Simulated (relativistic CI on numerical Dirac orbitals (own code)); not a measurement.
Calculated at this level of theory: Dirac-Coulomb-Breit CI, separate exchange-only KLI orbitals for each configuration, model QED (radiative potential, 1s self-energy scaled to tabulated hydrogen-like ionisation energies), unscaled Slater integrals (own radial code, finite nucleus).

Configurations in the expansion (outside the closed core [Ne]): 3s², 3s3p, 3p², 3s3d, 3d², 3p3d, 3p4s, 3d4s, 3s4s, 3s4p, 3s4d, 3s4f, 3s5s, 3s5p, 3s5d, 4s², 3s5f, 3s5g, 3s6s, 3s6p, 3s6d. Levels of other configurations are missing.

At this charge energies of transitions that change n are usually good to better than 1 %, and those within a shell (Δn = 0) to a few per cent.

Outline of the computed level scheme of Tb LIV. Lowest level of each configuration: 3s² ¹S0 at 0.00 eV; 3s3p ³P°0 at 113.74 eV; 3p² ³P0 at 273.50 eV; 3s3d ³D1 at 496.69 eV; 3p3d ³F°2 at 619.64 eV; 3d² ³F2 at 1004.45 eV; 3s4s ³S1 at 2334.56 eV; 3s4p ³P°0 at 2394.34 eV; 3p4s ³P°1 at 2462.92 eV.

Some strong electric-dipole decays among the lowest 43 levels: 3s4s ¹S0 → 3s3p ¹P°1 (2.6e+13 s⁻¹); 3p4s ³P°0 → 3p² ³P1 (2.4e+13 s⁻¹); 3s4s ³S1 → 3s3p ³P°2 (2.0e+13 s⁻¹); 3s4p ³P°1 → 3s² ¹S0 (2.0e+13 s⁻¹); 3s4p ¹P°1 → 3s² ¹S0 (1.8e+13 s⁻¹); 3p4s ³P°1 → 3p² ¹D2 (1.3e+13 s⁻¹); 3p4s ³P°1 → 3s² ¹S0 (1.2e+13 s⁻¹); 3s4s ³S1 → 3s3p ³P°1 (7.1e+12 s⁻¹).

LS names give the leading component of a level, which can be under half, so a name can repeat, a term be missing and a line seem to break the LS rules.
